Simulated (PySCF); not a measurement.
Species: C₁₃H₁₂Se.
SMILES: `Cc1ccc([Se]c2ccccc2)cc1`

Computed, not measured: TDDFT B3LYP/def2-SVPD, vertical, gas phase, core orbitals frozen in the response in PySCF 2.14.0, density-fitted response routines. One conformer (not necessarily the lowest) at the PBE0-D3(BJ)/def2-SVP geometry, without solvent, vibrations or thermal averaging. The B3LYP/def2-SVPD calculation is non-relativistic and has no spin–orbit coupling, an omission that weighs most on selenium. Torsions of this conformer, `[CH3:1][c:2]1[cH:3][cH:4][c:5]([Se:6][c:7]2[cH:8][cH:9][cH:10][cH:11][cH:12]2)[cH:13][cH:14]1`: C4–C5–Se6–C7 -56°, C5–Se6–C7–C8 -33°.

Orbital energies (eV): HOMO-3 -7.32, HOMO-2 -7.15, HOMO-1 -7.10, HOMO -5.69, LUMO -0.89, LUMO+1 -0.82, LUMO+2 -0.67.

Task: Among the lowest singlets, which states do these configurations lead, and at what energies: HOMO→LUMO+1, HOMO→LUMO, HOMO→LUMO+2?

Result: 

| state | leading configuration | weight | Δε (eV) | E (eV) | E − Δε (eV) | f | other configurations |
| --- | --- | --- | --- | --- | --- | --- | --- |
| S1 | HOMO→LUMO | 0.86 | 4.80 | 4.04 | -0.77 | 0.061 | – |
| S2 | HOMO→LUMO+1 | 0.88 | 4.87 | 4.13 | -0.74 | 0.046 | – |
| S3 | HOMO→LUMO+2 | 0.77 | 5.02 | 4.29 | -0.73 | 0.120 | H→L (10%) |

E − Δε runs from -0.77 to -0.73 eV. Among themselves, these states come in the order of their orbital differences. Δε is the difference of the two orbital energies.

H and L stand for HOMO and LUMO. The other states: S4 4.54 eV, f 0.019, H→L+3 (91%); S5 5.10 eV, f 0.018, H→L+4 (82%); S6 5.31 eV, f 0.0075, H-1→L+1 (39%), H-2→L (20%), H-3→L (17%); S7 5.40 eV, f 0.0047, H→L+5 (86%); S8 5.51 eV, f 0.017, H→L+6 (88%); S9 5.55 eV, f 0.020, H-2→L (20%), H-1→L (14%), H-1→L+2 (13%); S10 5.65 eV, f 0.040, H-1→L (35%), H-1→L+2 (33%), H-2→L+1 (11%).

Task: Which computed triplets share their leading configuration (75% or more) with a singlet, and how far apart are the partners?

Result: 

| configuration | triplet | E(T) (eV) | singlet | E(S) (eV) | E(S) − E(T) (eV) |
| --- | --- | --- | --- | --- | --- |
| HOMO→LUMO | T1 | 3.53 | S1 | 4.04 | +0.50 |
| HOMO→LUMO+2 | T2 | 3.61 | S3 | 4.29 | +0.68 |
| HOMO→LUMO+1 | T3 | 3.82 | S2 | 4.13 | +0.32 |

The 4 triplets are Tamm–Dancoff values, the singlets full response.

Summed over the main configurations (up to three a state, each over 8%) of all 10 singlets, the electron leaves HOMO with weight 6.07, HOMO-1 with weight 1.34, HOMO-2 with weight 0.52 and HOMO-3 with weight 0.17.
